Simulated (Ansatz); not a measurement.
Consider the formal exchange of groups at the Al–H bond: `[CH3][AlH][SH]` + `CNCSS` → `[CH3][Al]([SH])[SH]` + `CNCS`.

Calculated with Ansatz (gas phase, PBE0-D4/def2-TZVP geometries, no zero-point term in ΔE). CCSD(T)/CBS adds triple-zeta CCSD(T) − MP2 to the extrapolated MP2 energy (def2 sets, frozen cores). This one scheme is used for every species. Functionals use def2-TZVPP. B3LYP here is the variant with VWN-RPA as its local correlation; programs differ in this. Each species was taken in one conformer, which may not be the lowest.

Question: Is it downhill or uphill in electronic energy at CCSD(T)/CBS, and by how much? (Estimate.)

Answer: Computed: Downhill: ΔE = -30.3 kcal/mol.

Question: What do these levels give: r2SCAN-D4, ωB97X-V, PBE, r2SCAN, PBE0, B3LYP, HF/def2-TZVPP, CCSD/def2-TZVPP, HF/def2-QZVPP, MP2/def2-QZVPP, SCS-MP2/def2-QZVPP, CCSD/CBS(def2)? (Estimate.)

Answer: Ansatz gave: r2SCAN-D4 -28.4, ωB97X-V -29.2, PBE -26.5, r2SCAN -28.6, PBE0 -28.8, B3LYP -28.6, HF/def2-TZVPP -33.2, CCSD/def2-TZVPP -32.0, HF/def2-QZVPP -33.1, MP2/def2-QZVPP -30.7, SCS-MP2/def2-QZVPP -30.7, CCSD/CBS(def2) -31.2 kcal/mol.

Largest T1 diagnostic among the species: 0.012.

The D4 term adds +1.2 kcal/mol with B3LYP and +0.6 kcal/mol with PBE0; it sums over pairs of atoms, weighted by their polarisabilities, and B3LYP, whose exchange is more repulsive, gets the larger term. In def2-TZVPP, CCSD(T) changes the Hartree–Fock value by +2.1 kcal/mol (the triples alone add +0.9 kcal/mol) and MP2 by +2.0 kcal/mol. From PBE to PBE0 (25 % exact exchange), in def2-TZVPP and without D4, ΔE moves by −2.3 kcal/mol.
